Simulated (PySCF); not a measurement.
H$_{7}$NSi$_{2}$, charge +1, doublet, at a GFN2-xTB geometry (a state made from the parent by changing its charge; the spin is typed, not shown lowest); PySCF with CAMB3LYP/cc-pVDZ.

PySCF was given this input:
```python
from pyscf import gto, scf, dft

mol = gto.M(
    atom='''
Si    1.577205   -0.218440    0.337196
N    -0.034621   -0.415589   -0.334414
Si   -1.558647    0.441214   -0.157935
H     2.433842   -0.153987   -0.862514
H     1.531444    0.952475    1.195379
H     1.824356   -1.521113    0.987543
H    -0.100268   -1.203620   -0.968523
H    -2.498825   -0.626067    0.234824
H    -1.882210    0.826639   -1.546368
H    -1.325809    1.515965    0.790912
''',
    basis='cc-pvdz',
    charge=1,
    spin=1,
    verbose=5,
)

mf = dft.UKS(mol)
mf.xc = 'camb3lyp'
mf.kernel()
```

The log (banner, timings and long lists left out):

```
PySCF version 2.14.0

[INPUT] verbose = 5
[INPUT] max_memory = 4000
[INPUT] num. atoms = 10
[INPUT] num. electrons = 41
[INPUT] charge = 1
[INPUT] spin (= nelec alpha-beta = 2S) = 1
[INPUT] symmetry False subgroup None
[INPUT] Mole.unit = angstrom
[INPUT] Symbol           X                Y                Z      unit          X                Y                Z       unit  Magmom
[...]
[INPUT] ---------------- BASIS SET ----------------
[INPUT] l, kappa, [nprim/nctr], expnt,             c_1 c_2 ...
[INPUT] N
[...]
                                1357              0.005389 -0.001208
                                309.3             0.027406 -0.005992
                                87.73             0.103207 -0.024544
                                28.56             0.278723 -0.067459
                                10.21             0.44854 -0.158078
                                3.838             0.278238 -0.121831
                                0.7466            0.01544 0.549003
[...]
                                2.917             0.217169
                                0.7973            0.510319
[...]
[INPUT] H
[...]
                                1.962             0.137977
                                0.4446            0.478148
[...]
[INPUT] Si
[...]
                                11820             0.00209717 -0.000555116 0.000142236
                                2692              0.0108506 -0.00293805 0.000752185
                                763.4             0.0436754 -0.0117687 0.00302279
                                249.6             0.137653 -0.0402907 0.0103677
                                90.28             0.316644 -0.100609 0.0262563
                                35.29             0.418581 -0.196528 0.0523989
                                14.51             0.210212 -0.102382 0.0290959
                                4.053             0.0144952 0.52719 -0.178003
                                1.482             -0.0020359 0.593251 -0.346874
                                0.2517            0.000624186 0.0332652 0.62302
[...]
                                74.42             0.0298811 -0.00630328
                                23.48             0.127212 -0.0288255
                                8.488             0.320943 -0.069456
                                3.217             0.455429 -0.119493
                                1.229             0.268563 -0.0199581
                                0.2964            0.0188336 0.510268
[...]
nuclear repulsion = 155.041611937168
number of shells = 36
number of NR pGTOs = 157
number of NR cGTOs = 85
basis = cc-pvdz
ecp = {}

******** <class 'pyscf.dft.uks.UKS'> ********
method = UKS
initial guess = minao
damping factor = 0
level_shift factor = 0
DIIS = <class 'pyscf.scf.diis.CDIIS'>
diis_start_cycle = 1
diis_space = 8
diis_damp = 0
SCF conv_tol = 1e-09
SCF conv_tol_grad = None
SCF max_cycles = 50
direct_scf = True
direct_scf_tol = 1e-13
number electrons alpha = 21  beta = 20
XC library pyscf.dft.libxc version 7.1.2
    S. Lehtola, C. Steigemann, M. J. T. Oliveira, and M. A. L. Marques,  SoftwareX 7, 1–5 (2018)
XC functionals = camb3lyp
    T. Yanai, D. P. Tew, and N. C. Handy,  Chem. Phys. Lett. 393, 51 (2004)
radial grids:
    Treutler-Ahlrichs [JCP 102, 346 (1995); DOI:10.1063/1.469408] (M4) radial grids

becke partition: Becke, JCP 88, 2547 (1988); DOI:10.1063/1.454033
pruning grids: <function nwchem_prune>
grids dens level: 3
symmetrized grids: False
atomic radii adjust function: <function treutler_atomic_radii_adjust>
small_rho_cutoff = 0
Set gradient conv threshold to 3.16228e-05
atom Si rad-grids = 80, ang-grids = [ 50  50  50  50  50  50  50  50  50  50  50  50  50  50  50  50  50  50
  50  50  50  50  50  86  86  86  86  86  86  86  86  86  86  86  86  86
 350 350 350 350 350 350 350 350 434 434 434 434 434 434 434 434 434 434
 434 434 434 434 434 434 434 434 350 350 350 350 350 350 350 350 350 350
[...]
  8.80583257e-01  9.19895823e-01  1.09782458e+00  1.11305228e+00
  1.11485292e+00  1.14142500e+00  1.23575415e+00  1.31864244e+00
  1.33219840e+00  1.38467563e+00  1.40421102e+00  1.43601716e+00
  1.47286641e+00  1.51779418e+00  1.54055088e+00  1.55056043e+00
  1.65765009e+00  1.71900933e+00  1.72897179e+00  1.75343187e+00
  1.77898439e+00  1.84195206e+00  1.92327448e+00  1.95211988e+00
  2.03115221e+00  2.04681988e+00  2.13676464e+00  2.16096590e+00
  2.66645821e+00]
multiplicity <S^2> = 0.75737315  2S+1 = 2.0073596
nelec by numeric integration = [21.00000873 20.00000827]
E1 = -1179.8188041891174  E2 = 387.1743078437191  Ecoul = 438.25648131389346  Exc = -51.08217347017438
cycle= 11 E= -637.60288440823  delta_E= -1.07e-10  |g|= 1.29e-06  |ddm|= 2.16e-05
  alpha mo_energy =
[-6.64325141e+01 -6.64325137e+01 -1.46970636e+01 -5.58306522e+00
 -5.58303772e+00 -3.94439111e+00 -3.94438905e+00 -3.94031804e+00
 -3.94031739e+00 -3.93962532e+00 -3.93961758e+00 -1.22072798e+00
 -8.72515737e-01 -8.47978546e-01 -7.48904179e-01 -7.09758291e-01
 -6.82845266e-01 -6.23683606e-01 -6.17595804e-01 -6.14749166e-01
 -5.79848573e-01 -1.54867405e-01 -9.54584725e-02 -9.45108592e-02
 -7.21464695e-02 -6.47996517e-02 -5.96372594e-02 -5.72862960e-02
 -5.05993508e-02 -1.26687944e-02  1.17181626e-01  1.18033868e-01
  1.34111925e-01  1.37605817e-01  1.44131304e-01  1.85290999e-01
  1.95369375e-01  2.03379579e-01  2.29679914e-01  2.39759729e-01
  2.61445517e-01  3.12937555e-01  3.30087072e-01  3.44454308e-01
  3.47695107e-01  3.81807449e-01  4.02953730e-01  4.62358737e-01
  5.22313333e-01  6.03361360e-01  6.73194013e-01  6.86720409e-01
  7.03144119e-01  7.49567826e-01  7.56270446e-01  7.88926040e-01
  8.71185464e-01  9.11535320e-01  1.07945438e+00  1.10440192e+00
  1.10440248e+00  1.11595551e+00  1.21898987e+00  1.31662582e+00
  1.32322966e+00  1.37024880e+00  1.39433680e+00  1.42815401e+00
  1.46503975e+00  1.51215234e+00  1.53321587e+00  1.54376701e+00
  1.65447083e+00  1.69420999e+00  1.72288249e+00  1.74580305e+00
  1.76403941e+00  1.82753526e+00  1.92109230e+00  1.94657079e+00
  2.00535718e+00  2.01053139e+00  2.11736987e+00  2.12821030e+00
  2.65467048e+00]
  beta  mo_energy =
[-6.64327807e+01 -6.64327803e+01 -1.46804471e+01 -5.58341651e+00
 -5.58338903e+00 -3.94489686e+00 -3.94489386e+00 -3.94066101e+00
 -3.94065732e+00 -3.93993782e+00 -3.93993073e+00 -1.17652812e+00
 -8.65203697e-01 -8.38949935e-01 -7.32926535e-01 -6.71007655e-01
 -6.35335514e-01 -6.19239898e-01 -6.07210032e-01 -5.94689772e-01
 -3.54526611e-01 -1.50795328e-01 -9.24167472e-02 -8.36291346e-02
 -7.22980988e-02 -6.34389781e-02 -5.59099770e-02 -5.26911561e-02
 -4.50063902e-02 -7.69373889e-03  1.18813015e-01  1.19006451e-01
  1.34297414e-01  1.37477441e-01  1.45341424e-01  1.85829505e-01
  2.03369372e-01  2.09197556e-01  2.35726849e-01  2.43344808e-01
  2.78786031e-01  3.21214147e-01  3.30106814e-01  3.44357929e-01
  3.48234854e-01  3.87715476e-01  4.08510967e-01  4.63640167e-01
  5.30822366e-01  6.40662819e-01  6.83221387e-01  6.90162957e-01
  7.05617052e-01  7.58770259e-01  7.59632977e-01  8.16022725e-01
  8.80583294e-01  9.19895969e-01  1.09782468e+00  1.11305210e+00
  1.11485270e+00  1.14142507e+00  1.23575390e+00  1.31864265e+00
  1.33219838e+00  1.38467544e+00  1.40421072e+00  1.43601710e+00
  1.47286654e+00  1.51779416e+00  1.54055073e+00  1.55056041e+00
  1.65765024e+00  1.71900920e+00  1.72897178e+00  1.75343167e+00
  1.77898441e+00  1.84195182e+00  1.92327463e+00  1.95212001e+00
  2.03115208e+00  2.04681994e+00  2.13676472e+00  2.16096599e+00
  2.66645835e+00]
multiplicity <S^2> = 0.75737308  2S+1 = 2.0073595
nelec by numeric integration = [21.00000873 20.00000827]
E1 = -1179.8188000148511  E2 = 387.1743036694502  Ecoul = 438.25647692440833  Exc = -51.08217325495817
Extra cycle  E= -637.602884408233  delta_E= -2.73e-12  |g|= 5.85e-07  |ddm|= 2.17e-06
converged SCF energy = -637.602884408233  <S^2> = 0.75737308  2S+1 = 2.0073595
```
